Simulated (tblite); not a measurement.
Compound: C5H8BBrN (doublet state).
Numbering: `[NH2:1][B:2]1[CH:3][CH2:4][CH:5]=[C:6]([Br:7])[CH2:8]1` (hydrogens: H9, H10 on N1; H11 on C3; H12, H13 on C4; H14 on C5; H15, H16 on C8)
Bond orders are those of one Lewis drawing.

Computed with GFN2-xTB (tblite), gas phase: L-BFGS steps from a force-field or distance-geometry start until the largest atomic force falls under 0.01 eV/Å.

Step 37: E = -624.9865 eV
```
atom  x, y, z in Å  |  force x, y, z in eV/Å
N1     -2.4269   -0.0200   -0.6823    0.042   0.046   0.025
B2     -1.0852   -0.0795   -0.2864    0.088   0.070   0.051
C3     -0.3383   -1.3494    0.0371    0.045  -0.015  -0.077
C4      1.0692   -1.3221    0.4995    0.087  -0.058   0.088
C5      1.8087   -0.0421    0.2745   -0.032   0.120   0.158
C6      1.1892    1.0978    0.0236   -0.146   0.045  -0.114
Br7     2.2450    2.6881   -0.2470    0.063   0.032   0.024
C8     -0.2810    1.2936   -0.0694   -0.051   0.084   0.040
H9     -2.8953    0.8568   -0.8361   -0.025  -0.044  -0.049
H10    -3.0275   -0.8154   -0.8108    0.055  -0.030   0.016
H11    -0.7463   -2.3499    0.0041   -0.143   0.006  -0.045
H12     1.6470   -2.1375    0.0487   -0.026  -0.081   0.056
H13     1.0619   -1.5149    1.5882    0.106  -0.086  -0.064
H14     2.8835   -0.0738    0.3895   -0.026  -0.075  -0.082
H15    -0.4991    2.0508   -0.8294   -0.037  -0.084   0.025
H16    -0.6124    1.7265    0.8846   -0.001   0.070  -0.053
```

Step 38: E = -624.9923 eV
```
atom  x, y, z in Å  |  force x, y, z in eV/Å
N1     -2.4226   -0.0232   -0.6804    0.065   0.138   0.028
B2     -1.0816   -0.0813   -0.2797    0.019   0.159   0.039
C3     -0.3343   -1.3510    0.0375   -0.059   0.044  -0.101
C4      1.0709   -1.3232    0.4992    0.064  -0.098   0.100
C5      1.8059   -0.0410    0.2807   -0.011   0.100   0.082
C6      1.1852    1.0967    0.0247   -0.106   0.076  -0.078
Br7     2.2432    2.6848   -0.2489    0.069   0.048   0.022
C8     -0.2842    1.2958   -0.0639   -0.017   0.080   0.029
H9     -2.8943    0.8531   -0.8361    0.010  -0.090  -0.033
H10    -3.0183   -0.8188   -0.8155    0.003  -0.096   0.006
H11    -0.7595   -2.3432    0.0006   -0.074  -0.049  -0.027
H12     1.6485   -2.1357    0.0461    0.008  -0.106   0.044
H13     1.0621   -1.5182    1.5854    0.114  -0.109  -0.002
H14     2.8815   -0.0762    0.3848   -0.020  -0.051  -0.062
H15    -0.5001    2.0461   -0.8308   -0.049  -0.077   0.007
H16    -0.6100    1.7443    0.8849   -0.017   0.029  -0.052
```

Step 39: E = -624.9975 eV
```
atom  x, y, z in Å  |  force x, y, z in eV/Å
N1     -2.4184   -0.0241   -0.6777    0.011   0.023   0.010
B2     -1.0783   -0.0797   -0.2728   -0.041   0.175   0.031
C3     -0.3311   -1.3508    0.0373   -0.111   0.073  -0.081
C4      1.0737   -1.3255    0.5008    0.001  -0.090   0.058
C5      1.8027   -0.0385    0.2884   -0.007   0.038  -0.007
C6      1.1799    1.0963    0.0241   -0.011   0.071  -0.011
Br7     2.2427    2.6815   -0.2493    0.069   0.065   0.013
C8     -0.2878    1.2993   -0.0586    0.012   0.069   0.012
H9     -2.8945    0.8493   -0.8338    0.008  -0.075  -0.031
H10    -3.0083   -0.8248   -0.8257    0.058  -0.011   0.025
H11    -0.7732   -2.3358   -0.0002   -0.007  -0.071  -0.015
H12     1.6494   -2.1360    0.0428    0.032  -0.100   0.035
H13     1.0672   -1.5251    1.5839    0.103  -0.125   0.056
H14     2.8795   -0.0797    0.3786   -0.026  -0.008  -0.037
H15    -0.5028    2.0399   -0.8334   -0.059  -0.041  -0.025
H16    -0.6083    1.7626    0.8841   -0.032   0.006  -0.032
```

Step 40: E = -625.0008 eV
```
atom  x, y, z in Å  |  force x, y, z in eV/Å
N1     -2.4154   -0.0245   -0.6763    0.017   0.024   0.008
B2     -1.0761   -0.0759   -0.2701   -0.052   0.111   0.031
C3     -0.3299   -1.3498    0.0349   -0.081   0.073  -0.025
C4      1.0756   -1.3284    0.5037   -0.063  -0.047   0.001
C5      1.7998   -0.0360    0.2937   -0.021  -0.034  -0.068
C6      1.1763    1.0972    0.0213    0.066   0.039   0.051
Br7     2.2441    2.6802   -0.2475    0.062   0.072   0.002
C8     -0.2901    1.3027   -0.0569    0.033   0.041  -0.007
H9     -2.8932    0.8464   -0.8363   -0.008  -0.048  -0.030
H10    -3.0021   -0.8268   -0.8239    0.040  -0.035   0.018
H11    -0.7818   -2.3308   -0.0050    0.034  -0.066  -0.011
H12     1.6515   -2.1388    0.0439    0.025  -0.064   0.029
H13     1.0731   -1.5310    1.5855    0.074  -0.120   0.066
H14     2.8771   -0.0823    0.3736   -0.026   0.027  -0.016
H15    -0.5079    2.0370   -0.8345   -0.058   0.009  -0.061
H16    -0.6086    1.7697    0.8825   -0.043   0.021   0.010
```

Question: Estimate the geometry and energy of step 41. (The exact step hangs on the optimiser's Hessian estimate; all steps are aligned on step 40, rigid shifts and turns removed.)

Answer: E = -625.0035 eV, largest force 0.127 eV/Å
```
atom  x, y, z in Å  |  force x, y, z in eV/Å
N1     -2.4134   -0.0242   -0.6748   -0.038  -0.071  -0.009
B2     -1.0759   -0.0706   -0.2650   -0.037   0.021   0.023
C3     -0.3316   -1.3478    0.0351   -0.019   0.053   0.033
C4      1.0758   -1.3316    0.5054   -0.083  -0.005  -0.033
C5      1.7971   -0.0349    0.2961   -0.032  -0.079  -0.090
C6      1.1746    1.0988    0.0210    0.096   0.008   0.083
Br7     2.2465    2.6807   -0.2467    0.048   0.056   0.001
C8     -0.2912    1.3065   -0.0549    0.036   0.046  -0.009
H9     -2.8945    0.8439   -0.8343   -0.036  -0.016  -0.039
H10    -2.9942   -0.8318   -0.8321    0.087   0.047   0.039
H11    -0.7879   -2.3275   -0.0035    0.044  -0.047  -0.014
H12     1.6523   -2.1418    0.0422   -0.003  -0.019   0.028
H13     1.0805   -1.5398    1.5869    0.045  -0.100   0.038
H14     2.8748   -0.0838    0.3695   -0.022   0.041  -0.003
H15    -0.5111    2.0337   -0.8379   -0.048   0.035  -0.065
H16    -0.6094    1.7790    0.8814   -0.038   0.028   0.017
```

The energy changes by -0.0027 eV. The first-order estimate −F·Δx gives -0.0038 eV and the mean of the old and new forces, exact on a quadratic surface, -0.0027 eV. The step makes an angle of 64° with the force vector and moves no atom by more than 0.012 Å.

What follows is the cost of the whole relaxation. Hardware: an Arm Neoverse V2 with one thread, shared host. Cost: 0.63 s of wall time.
